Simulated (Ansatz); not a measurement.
## C2H6Se (dimethyl selenide): a line through the functionals

C2H6Se has 9 atoms, charge 0, and is taken as a singlet. As SMILES, `C[Se]C`. The coordinates come from a PBE0-D4/def2-TZVP relaxation.

The vertical energy of the triplet above the singlet y, in eV, basis cc-pVDZ; a is the functional's share of exact exchange. Programs: Ansatz 0.2.0.

| functional | program | a | y (eV) |
| --- | --- | --- | --- |
| revPBE | Ansatz | 0 | 4.45 |
| PBE | Ansatz | 0 | 4.46 |
| B3LYP | Ansatz | 0.2 | ? |
| PBE0 | Ansatz | 0.25 | 4.58 |
| r2SCAN0 | Ansatz | 0.25 | 4.58 |
| BHLYP | Ansatz | 0.5 | 4.71 |

Q: Fit y = c + s·a to the known rows and predict B3LYP.

A: 
1. Means of the 5 rows: a = 0.2000, y = 4.556.
2. Σ(Δa)² = 0.175, Σ(Δa·Δy) = 0.089, so the slope is 0.089/0.175 = 0.50857.
3. Intercept: 4.556 − (0.50857) × 0.2000 = 4.454. The largest residual of the fit is 0.006.
4. B3LYP: 4.454 + (0.50857) × 0.2 = 4.56 eV.

The run gave 4.61 eV, so the prediction is off by -0.05 eV, more than the scatter of the fit. The rows mix families of semi-local functionals, which the line can't see.
